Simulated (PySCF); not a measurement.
Computed IR spectrum (relative IR intensity) of a molecule CH₆ClFSi₃. Geometry optimised at PBE0-D3(BJ)/def2-SVP. One conformer was computed; it need not be the lowest. All values below come from PBE0-D3(BJ)/def2-SVP run with PySCF 2.14.0. Frequencies are harmonic and unscaled.

Lines under 2 % of the strongest are left out, and lines within 2 cm⁻¹ are merged.

| ν (cm⁻¹) | relative intensity |
|---|---|
| 193 | 3.0 |
| 234 | 3.8 |
| 281 | 3.8 |
| 448 | 3.7 |
| 568 | 58 |
| 618 | 2.3 |
| 641 | 14 |
| 673 | 32 |
| 680 | 26 |
| 709 | 2.5 |
| 798 | 100 |
| 886 | 57 |
| 896 | 20 |
| 920 | 40 |
| 950 | 4.3 |
| 998 | 44 |
| 1350 | 7.7 |
| 2221 | 29 |
| 2228 | 39 |
| 2240 | 28 |
| 2249 | 41 |

Identify the compound among the candidates.
A) F[C@H]1[SiH2][Si@@H](Cl)[SiH2]1
B) F[Si]1(Cl)[SiH2]C[SiH2]1
C) F[Si@]1(Cl)C[SiH2][SiH2]1
D) F[Si@@H]1[SiH2]C[Si@H]1Cl

C, F[Si@]1(Cl)C[SiH2][SiH2]1
